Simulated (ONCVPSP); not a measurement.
Cutoff test, Sc, ONCV

```
Element                 : Sc (Z = 21)
Generator               : ONCVPSP 4.0.1
Type                    : optimised norm-conserving Vanderbilt (ONCV)
Functional              : PBEsol
Relativity              : fully relativistic
Frozen core             : [Ne] 3s2
Valence charge          : 9
Reference configuration : 3p6 3d1 4s2
Partial waves           : 4s: rc 2.90 bohr, ncon 4, nbas 8, qcut 2.6 1/bohr, 3 projectors, debl 2.4 Ha; 3p: rc 1.05 bohr, ncon 3, nbas 6, qcut 8.7 1/bohr, 2 projectors, debl 3.5 Ha; 3d: rc 1.65 bohr, ncon 4, nbas 9, qcut 10.7 1/bohr, 2 projectors, debl 1.3 Ha
Local potential         : polynomial inside 1.00 bohr (lpopt 5, dvloc0 6 Ha)
Core correction         : none
```

Open shells are filled in proportion to 2j + 1.

Task: For each optimised wave give the share of its norm inside rc, the residual kinetic energy above qcut (Ha) and the cutoffs (Ha) for errors of 10, 1, 0.1 and 0.01 mHa per electron.

Result:

```json
{"wave": "4s", "norm inside rc": "0.301", "residual KE": "5.0e-05", "10 mHa": "1.3", "1 mHa": "2.3", "0.1 mHa": "3.2", "0.01 mHa": "6.0"}
{"wave": "s projector 2", "norm inside rc": "0.153", "residual KE": "8.3e-02", "10 mHa": "5.8", "1 mHa": "20.4", "0.1 mHa": "26.6", "0.01 mHa": "30.5"}
{"wave": "s projector 3", "norm inside rc": "0.147", "residual KE": "4.6e-01", "10 mHa": "11.0", "1 mHa": "24.3", "0.1 mHa": "32.2", "0.01 mHa": "41.8"}
{"wave": "3p j=3/2", "norm inside rc": "0.445", "residual KE": "1.2e-04", "10 mHa": "12.3", "1 mHa": "27.4", "0.1 mHa": "39.4", "0.01 mHa": "104.5"}
{"wave": "p projector 2 j=3/2", "norm inside rc": "0.062", "residual KE": "7.0e-05", "10 mHa": "12.3", "1 mHa": "17.4", "0.1 mHa": "36.0", "0.01 mHa": "98.9"}
{"wave": "3p j=1/2", "norm inside rc": "0.452", "residual KE": "1.2e-04", "10 mHa": "12.4", "1 mHa": "27.1", "0.1 mHa": "39.5", "0.01 mHa": "105.4"}
{"wave": "p projector 2 j=1/2", "norm inside rc": "0.062", "residual KE": "7.0e-05", "10 mHa": "12.4", "1 mHa": "17.4", "0.1 mHa": "36.2", "0.01 mHa": "95.2"}
{"wave": "3d j=5/2", "norm inside rc": "0.531", "residual KE": "1.1e-07", "10 mHa": "28.0", "1 mHa": "35.8", "0.1 mHa": "42.1", "0.01 mHa": "47.1"}
{"wave": "d projector 2 j=5/2", "norm inside rc": "0.215", "residual KE": "1.8e-07", "10 mHa": "30.9", "1 mHa": "38.9", "0.1 mHa": "45.4", "0.01 mHa": "50.2"}
{"wave": "3d j=3/2", "norm inside rc": "0.533", "residual KE": "1.0e-07", "10 mHa": "28.1", "1 mHa": "35.8", "0.1 mHa": "42.1", "0.01 mHa": "47.1"}
{"wave": "d projector 2 j=3/2", "norm inside rc": "0.215", "residual KE": "1.8e-07", "10 mHa": "30.9", "1 mHa": "39.0", "0.1 mHa": "45.4", "0.01 mHa": "50.2"}
```

The occupied waves need 36 Ha and 42 Ha for 1 and 0.1 mHa. Note: no bound ghost flagged; GHOST(+) flagged for s at 76.2 eV. 1 of 4 tests not solved or not reliable.
